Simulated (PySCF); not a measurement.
**A survey of 15N NMR shifts**

Calculated, not measured (PySCF 2.14.0 with density-fitted response routines): GFN2-xTB structure, shieldings: GIAO PBE0/pcSseg-1. Equivalent nuclei averaged, no solvent, relativity neglected, one computed conformer.

Shieldings were converted by a linear fit to measured shifts: 15N (scatter 6.3 ppm rms vs CH3NO2, solution or neat liquid). Occasional misses reach two or three times the rms, and more in compound classes unlike the fitted ones.

Question: Give the 15N shifts of `C=NCCN[Si@@](C)(N)O`, `CC(=O)[P@@](C)(=N)C(F)(F)F`, `C=CCNC(=O)C=O`, `O=CO[Si@@H](O)n1cccc1`.

Answer: 
```csv
compound,environment,δ (ppm)
[CH2:1]=[N:2][CH2:3][CH2:4][NH:5][Si@@:6]([CH3:7])([NH2:8])[OH:9],N2: imine nitrogen,-29.6
[CH2:1]=[N:2][CH2:3][CH2:4][NH:5][Si@@:6]([CH3:7])([NH2:8])[OH:9],"N5: nitrogen bonded to C, Si, H",-345.3
[CH2:1]=[N:2][CH2:3][CH2:4][NH:5][Si@@:6]([CH3:7])([NH2:8])[OH:9],"N8: nitrogen bonded to Si, 2 H",-365.5
CC(=O)[P@@](C)(=N)C(F)(F)F,"nitrogen bonded to P, H",-358.3
C=CCNC(=O)C=O,amide-type nitrogen,-277.0
O=CO[Si@@H](O)n1cccc1,pyrrole-type ring nitrogen,-229.7
```

Question: Match the shifts -20.3, -71.5, -225.8, -265.8, -352.1 ppm to `CP(C)(=N)CCC(F)(F)F`, `Cc1cc(CF)no1`, `C=C[C@H](O[SiH2]C#N)C(=O)O`, `CN(C)/C([SiH3])=P/P`, `Clc1[nH]c2ccccc2p1`.

Answer: -20.3: Cc1cc(CF)no1 (pyridine-type nitrogen of an azole); -71.5: C=C[C@H](O[SiH2]C#N)C(=O)O (nitrile nitrogen); -225.8: Clc1[nH]c2ccccc2p1 (pyrrole-type ring nitrogen); -265.8: CN(C)/C([SiH3])=P/P (nitrogen bonded to 3 C); -352.1: CP(C)(=N)CCC(F)(F)F (nitrogen bonded to P, H).
